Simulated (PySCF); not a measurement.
**`C=C1C[C@H](CCl)[C@@H]1F`, C6H8ClF**

Molfile (atoms numbered from 1):
```
C6H8ClF
     RDKit          3D

 16 16  0  0  0  0  0  0  0  0999 V2000
    2.4025    0.5137   -0.0028 C   0  0  0  0  0  0  0  0  0  0  0  0
    1.1928    0.0365   -0.2016 C   0  0  0  0  0  0  0  0  0  0  0  0
    0.0460    0.3856   -1.1145 C   0  0  0  0  0  0  0  0  0  0  0  0
   -0.8746   -0.5097   -0.2561 C   0  0  2  0  0  0  0  0  0  0  0  0
   -1.8172    0.2631    0.6435 C   0  0  0  0  0  0  0  0  0  0  0  0
   -3.0731    1.0687   -0.3332 Cl  0  0  0  0  0  0  0  0  0  0  0  0
    0.3774   -1.0227    0.4969 C   0  0  2  0  0  0  0  0  0  0  0  0
    0.3257   -0.9474    1.8689 F   0  0  0  0  0  0  0  0  0  0  0  0
    3.0405    0.1222    0.7710 H   0  0  0  0  0  0  0  0  0  0  0  0
    2.7953    1.3187   -0.6006 H   0  0  0  0  0  0  0  0  0  0  0  0
   -0.2277    1.4387   -1.1407 H   0  0  0  0  0  0  0  0  0  0  0  0
    0.1778    0.0312   -2.1355 H   0  0  0  0  0  0  0  0  0  0  0  0
   -1.4225   -1.2786   -0.8019 H   0  0  0  0  0  0  0  0  0  0  0  0
   -2.3263   -0.3980    1.3447 H   0  0  0  0  0  0  0  0  0  0  0  0
   -1.2852    1.0399    1.1930 H   0  0  0  0  0  0  0  0  0  0  0  0
    0.6610   -2.0530    0.2573 H   0  0  0  0  0  0  0  0  0  0  0  0
  1  2  2  0
  2  3  1  0
  3  4  1  0
  4  5  1  0
  5  6  1  0
  4  7  1  0
  7  8  1  0
  7  2  1  0
  1  9  1  0
  1 10  1  0
  3 11  1  0
  3 12  1  0
  4 13  1  6
  5 14  1  0
  5 15  1  0
  7 16  1  1
M  END
```

Method used: PySCF, TDDFT PBE0/def2-SVPD circular dichroism and optical rotation, one conformer, gas phase. Geometry: GFN2-xTB.

The molecule is flexible and this is one conformer; a measurement averages over conformers.

Stereocentres: C4 S, C7 S.

(1) What is the specific rotation at 633, 589.3, 546, 436, 405, 365, 355 nm?

(2) And for the mirror image at 589.3 nm?

(3) What is the molar rotation [Φ] = [α]·M/100 of the geometry above at 589.3 nm?

## Answers

(1) [α] in deg dm⁻¹ (g/mL)⁻¹:
```
λ (nm)  origin-invariant length gauge  modified velocity gauge  length gauge (centre of mass)  isotropic polarisability (au)
   633                         +127.2                   +141.7                         +126.9                           86.1
 589.3                         +148.0                   +164.9                         +147.7                           86.4
   546                         +174.2                   +194.2                         +173.8                           86.8
   436                         +284.5                   +318.1                         +283.9                           88.6
   405                         +335.5                   +375.6                         +334.8                           89.3
   365                         +424.9                   +476.8                         +423.9                           90.8
   355                         +452.8                   +508.6                         +451.8                           91.2
```

(2) -148.0 deg dm⁻¹ (g/mL)⁻¹ (origin-invariant length gauge): the same size and the opposite sign.

(3) With M = 134.58 g/mol, +199.1 deg cm² dmol⁻¹ (origin-invariant length gauge).

The first excitation lies at 6.51 eV (190 nm) with R = -29.0 × 10⁻⁴⁰ esu² cm² (velocity form).
